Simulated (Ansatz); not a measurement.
`C[C@@H]1N[Si@@H]1F` + H₂ → `F[SiH]1CN1` + CH₄ at 400 K and 1 bar (hydrogenolysis of a C–C bond).

Calculated with Ansatz (gas phase, PBE0-D4/def2-TZVP geometries, no zero-point term in ΔE). CCSD(T)/CBS adds triple-zeta CCSD(T) − MP2 to the extrapolated MP2 energy (def2 sets, frozen cores). This one scheme is used for every species.

```csv
species,CCSD(T)/CBS energy (Eh),H − E (kJ/mol),S (J/(mol·K))
`C[C@@H]1N[Si@@H]1F`,-523.32566,245.2,355.0
H₂,-1.17544,38.0,139.0
`F[SiH]1CN1`,-484.06067,165.0,316.6
CH₄,-40.46206,131.3,197.2
```

H − E and S are ideal-gas, rigid-rotor, harmonic terms from PBE0-D4/def2-TZVP, for one conformer and one mirror image of each species. The MP2-based limit puts H₂ 0.8 mEh under its directly extrapolated value; such offsets cancel only in part. 1 Eh = 2625.50 kJ/mol, R = 8.31446 J/(mol·K).

Q: By hand: ΔE, ΔH, ΔS and ΔG.

A: ΔE = (-484.06067) + (-40.46206) − (-523.32566) − (-1.17544) = -0.02163 Eh = -56.8 kJ/mol. Δ(H − E) = 165.0 + 131.3 − 245.2 − 38.0 = 13.1, so ΔH = -43.7 kJ/mol. ΔS = 316.6 + 197.2 − 355.0 − 139.0 = 19.8 J/(mol·K). ΔG = -43.7 − 400 × (19.8)/1000 = -51.6 kJ/mol.

Q: By hand: the equilibrium constant, and the temperature at which ΔG would vanish if ΔH and ΔS stayed fixed.

A: log₁₀ K = −ΔG/(RT ln 10) = 6.7. ΔH and −TΔS have one sign here, so there is no such temperature.

ΔH outweighs TΔS. A doubt of 5 kJ/mol in ΔE shifts log₁₀ K by 0.7 here. Other conformers and mirror images would add mixing entropy, several J/(mol·K) or more a flexible species. These are equilibria of isolated gas molecules and say nothing of rates. Largest T1 diagnostic: 0.012 (customary marks: 0.02 for closed shells, 0.045 for open ones).
